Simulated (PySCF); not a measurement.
SMILES S[S] (HS₂), doublet (PBE0/def2-SVP optimised geometry):

```
3

S      1.132    -0.668     0.000
S     -0.848    -0.668     0.000
H     -1.132     0.668     0.000
```

Level of theory: unrestricted PBE0/def2-TZVP (PySCF 2.14.0).

**Question.** What are the frontier orbital energies (α orbitals alone; a β orbital can be the lowest empty one) and the dipole moment?

**Answer.** HOMO-2 -10.35 eV, HOMO-1 -7.40 eV, HOMO -7.09 eV, LUMO -0.60 eV, LUMO+1 0.10 eV; dipole moment 1.59 D.

On the same geometry PySCF with unrestricted PBE/def2-TZVP gives HOMO-2 -8.83 eV, HOMO-1 -6.10 eV, HOMO -5.78 eV, LUMO -1.60 eV, LUMO+1 -0.86 eV; dipole moment 1.62 D.

Meta-Löwdin charges at PBE0/def2-TZVP: S1 -0.17, S2 0.07, H3 0.09.
